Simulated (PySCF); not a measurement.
Compound: C2H10N2Si.
Cartesian coordinates in Å at the PBE0-D3(BJ)/def2-SVP level; atoms count from 1:
```
atom  x, y, z in Å
C1    -1.7071    0.4348   -0.6099
C2    -0.3022   -0.1039   -0.8597
Si3    0.7108   -0.2974    0.7177
N4     0.9191    1.1258    1.6750
N5     2.2854   -0.8016    0.2117
H6    -2.2929   -0.2466    0.0285
H7    -2.2746    0.5771   -1.5433
H8    -1.6707    1.4076   -0.0929
H9    -0.3490   -1.0809   -1.3745
H10    0.2580    0.5665   -1.5358
H11   -0.0453   -1.2207    1.6345
H12    0.2624    1.3508    2.4116
H13    1.3683    1.9539    1.3021
H14    2.3922   -1.4229   -0.5816
H15    3.0097   -0.9624    0.9024
```

All values: CAM-B3LYP/def2-SVPD (PySCF, non-relativistic), on one gas-phase PBE0-D3(BJ)/def2-SVP geometry that isn't relaxed in the solvent. The solvent is an IEF-PCM continuum (van der Waals radii × 1.2). Specific hydrogen bonds and non-electrostatic terms are outside this model.

Gas phase at CAM-B3LYP/def2-SVPD: HOMO -8.42 eV, LUMO 1.23 eV, dipole 0.39 D.

**Question.** What does the continuum do to the energy, the frontier levels and the dipole at CAM-B3LYP/def2-SVPD in cyclohexane?

**Answer.** 
```json
{"solvent": "cyclohexane", "ε": "2.017", "E(solvent) − E(gas) (kJ/mol)": "-7.83", "polarisation term (kJ/mol)": "-8.11", "distortion of the solute (kJ/mol)": "0.28", "HOMO (eV)": "-8.40", "LUMO (eV)": "1.31", "dipole (D)": "0.44"}
```

The first energy column is the sum of the next two and covers electrostatics alone.

**Question.** How does the static polarisability (CAM-B3LYP/def2-SVPD, frozen core, with the continuum's full static response) change?

**Answer.** 
```
     medium  isotropic (au)  principal values (au)  ⟨r²⟩ of the electrons (bohr²)
        gas            68.5       62.4, 68.0, 75.1                          680.4
cyclohexane            76.5       70.5, 76.1, 82.9                          680.2
```

The isotropic value in cyclohexane is 1.12 times the gas-phase one; no cavity-field correction is applied. ⟨r²⟩ is taken about the centre of nuclear charge.

Rough CPU time on one thread of a shared machine: about 50 s. This is the whole response run at CAM-B3LYP/def2-SVPD in cyclohexane, SCF included.
